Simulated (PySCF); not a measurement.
Vertical excitations of a molecule C5H9N from TDDFT-PBE/def2-SVPD (PySCF 2.14.0), as energy in eV (oscillator strength): 3.97 (0.011), 4.73 (0.029), 5.33 (0.002), 5.53 (0.001), 6.15 (0.009), 6.25 (0.000), 6.26 (0.002), 6.63 (0.027), 6.68 (0.041), 6.81 (0.002). Lowest triplet (TDA): 3.78 eV. Geometry: B3LYP-D3(BJ)/def2-SVP. The values are those of a single conformer.

### Question
Which molecule gave these data?
(A) NC[C@@H]1C=CC1
(B) C[C@]1(N)C=CC1
(C) C=C/C=C/CN
(D) CN1CC=CC1

### Answer
D, CN1CC=CC1
